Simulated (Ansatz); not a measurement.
Isolated molecules relaxed with PBE0-D4/def2-TZVP in Ansatz; ΔE leaves out vibrations. CCSD(T)/CBS is the MP2 limit (def2-TZVPP, def2-QZVPP) plus CCSD(T) − MP2 in def2-TZVPP, frozen cores. This one scheme is used for every species. DFT in def2-TZVPP. For Ge outer-core shells are correlated without core-valence functions, which leaves a few kJ/mol of doubt a bond. Scalar relativity is left out up to krypton.

`C=[C]([AlH2])[GeH3]` + CH₃OH → `C[O][AlH2]` + `C=[CH][GeH3]`  (ligand exchange at the Al–C bond)

```csv
level,ΔE (eV)
PBE,-1.26
r2SCAN,-1.33
PBE0,-1.26
MP2/def2-TZVPP,-1.30
```

Problem. What does CCSD(T)/CBS give? (An estimate is asked.)

Solution. Computed: -1.28 eV. The listed levels differ from it by 0.02, -0.05, 0.02, -0.02 eV.

Largest T1 diagnostic among the species: 0.012.

In def2-TZVPP, CCSD(T) changes the Hartree–Fock value by +0.12 eV (the triples alone add +0.03 eV) and MP2 by +0.12 eV. The D4 term adds +0.05 eV with B3LYP and +0.03 eV with PBE0; it sums over pairs of atoms, weighted by their polarisabilities, and B3LYP, whose exchange is more repulsive, gets the larger term.

B3LYP here is the variant with VWN-RPA as its local correlation; programs differ in this.
